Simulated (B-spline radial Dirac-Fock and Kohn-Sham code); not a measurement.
**Neutral iron: differential elastic cross section for electrons at 1 keV**

Calculated with a radial atomic solver, using relativistic (Dirac) partial waves in the static field of the Dirac-Fock atom with Furness-McCarthy exchange, without polarisation or absorption potentials.

The run's input, task.json:

```json
{"items": [{
  "Z": 26,
  "q": 0,
  "cfg": [[1, 0, 2], [2, 0, 2], [2, 1, 6], [3, 0, 2], [3, 1, 6], [3, 2, 6], [4, 0, 2]],
  "A": 56,
  "rrms": 3.7377,
  "do": "elastic",
  "energies": [[1000, 0]],
  "theta": [0, 1, 2, 3, 5, 7, 10, 15, 20, 25, 30, 40, 50, 60, 70, 80, 90, 100, 110, 120, 130, 140, 150, 160, 170, 180]
}]}
```

Command: `python xray2_run.py task.json out`

```
θ (°)  dσ/dΩ (Å²/sr)  Sherman function
    0           27.2             0.000
    1           26.2             0.000
    2           23.4             0.000
    3           19.7             0.000
    5           12.2             0.000
    7           7.12             0.000
   10           3.37             0.000
   15           1.24             0.000
   20          0.554            -0.001
   25          0.286            -0.001
   30          0.172            -0.002
   40         0.0864             0.000
   50         0.0518             0.005
   60         0.0334             0.011
   70         0.0229             0.014
   80         0.0168             0.011
   90         0.0135             0.000
  100         0.0123            -0.014
  110         0.0130            -0.024
  120         0.0152            -0.026
  130         0.0185            -0.023
  140         0.0224            -0.018
  150         0.0262            -0.013
  160         0.0295            -0.008
  170         0.0316            -0.004
  180         0.0324             0.000
```

The total elastic cross section is 1.74 Å², the first transport cross section 0.296 Å² and the second, weighted with (3/2) sin²θ, 0.377 Å². The mean deflection is ⟨1 − cos θ⟩ = 0.170, and 6.4 % of the collisions scatter beyond 90°.

On this grid of angles the cross section has a minimum near 100°, from interference among the few low partial waves with large phase shifts.

Phase shifts modulo π (rad) for κ = −1 to −5: -1.169, 0.433, -0.799, 1.553, 1.071.
